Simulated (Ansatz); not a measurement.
Reaction (redistribution): `C[SiH](O)C=O` + `F[Si](F)(F)[SiH2]Cl` → `O=C[SiH](O)Cl` + `C[SiH2][Si](F)(F)F`

Calculated with Ansatz (gas phase, PBE0-D4/def2-TZVP geometries, no zero-point term in ΔE). CCSD(T)/CBS adds triple-zeta CCSD(T) − MP2 to the extrapolated MP2 energy (def2 sets, frozen cores). DFT in def2-TZVPP. Each species was taken in one conformer, which may not be the lowest.

(1) Is it downhill or uphill in electronic energy at CCSD(T)/CBS, and by how much? (Estimate.)

(2) What do these levels give: PBE-D4, revPBE-D4, r2SCAN0-D4, CAM-B3LYP-D4, BHLYP, LC-ωPBE, HF/def2-TZVPP, CCSD/def2-TZVPP, MP2/def2-QZVPP, SCS-MP2/def2-QZVPP, HF/CBS(def2), MP2/CBS(def2)? (An estimate is asked.)

(3) What do rigid-rotor, harmonic-oscillator terms from PBE0-D4/def2-TZVP frequencies (298.15 K, 1 bar) make of the CCSD(T)/CBS value? (An estimate is asked.)

Largest T1 diagnostic among the species: 0.014.

Results:

(1) The calculation gave: Downhill: ΔE = -15.8 kJ/mol.

(2) The calculation gave: PBE-D4 -17.6, revPBE-D4 -17.2, r2SCAN0-D4 -16.4, CAM-B3LYP-D4 -15.5, BHLYP -14.4, LC-ωPBE -16.0, HF/def2-TZVPP -12.5, CCSD/def2-TZVPP -15.5, MP2/def2-QZVPP -16.5, SCS-MP2/def2-QZVPP -15.4, HF/CBS(def2) -12.2, MP2/CBS(def2) -16.3 kJ/mol.

(3) Computed: ΔZPE = +0.6 kJ/mol, ΔH = -15.2 kJ/mol, ΔS = 0 J/(mol·K), ΔG = -15.1 kJ/mol. Modes under 50 cm⁻¹ make the entropy rough.

At CCSD(T), def2-SVP lies −6.2 kJ/mol from the extrapolated value and def2-TZVPP −0.6 kJ/mol. Leaving LDA and LC-ωPBE aside and taking each functional with its dispersion term where it has one, the values, not all of them listed here, spread over 3.2 kJ/mol, from PBE-D4 to BHLYP-D4. In def2-TZVPP, CCSD(T) changes the Hartree–Fock value by −3.9 kJ/mol (the triples alone add −0.8 kJ/mol) and MP2 by −4.5 kJ/mol.
